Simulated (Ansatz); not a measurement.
`CC[Si](F)(F)Cl` → `C[Si@H](F)[C@@H](F)Cl`  (isomerisation)

Program: Ansatz. Geometries: PBE0-D4/def2-TZVP. ΔE: electronic, gas phase. CCSD(T)/CBS adds triple-zeta CCSD(T) − MP2 to the extrapolated MP2 energy (def2 sets, frozen cores). Functionals use def2-TZVPP. B3LYP here is the variant with VWN-RPA as its local correlation; programs differ in this. One conformer a species, not always the lowest.

| level | ΔE (eV) | difference from CCSD(T)/CBS |
| --- | --- | --- |
| B3LYP-D4 | 3.79 | -0.15 |
| PBE | 3.63 | -0.31 |
| HF/def2-TZVPP | 4.04 | 0.10 |
| MP2/def2-TZVPP | 4.05 | 0.11 |
| SCS-MP2/def2-TZVPP | 3.97 | 0.03 |
| CCSD/def2-TZVPP | 3.95 | 0.01 |
| SCS-MP2/def2-QZVPP | 4.00 | 0.06 |
| HF/CBS(def2) | 4.06 | 0.12 |
| MP2/CBS(def2) | 4.08 | 0.14 |
| CCSD/CBS(def2) | 3.98 | 0.04 |
| CCSD(T)/CBS | 3.94 | 0 |

Largest T1 diagnostic among the species: 0.011.

From PBE to PBE0 (25 % exact exchange), in def2-TZVPP and without D4, ΔE moves by +0.16 eV.
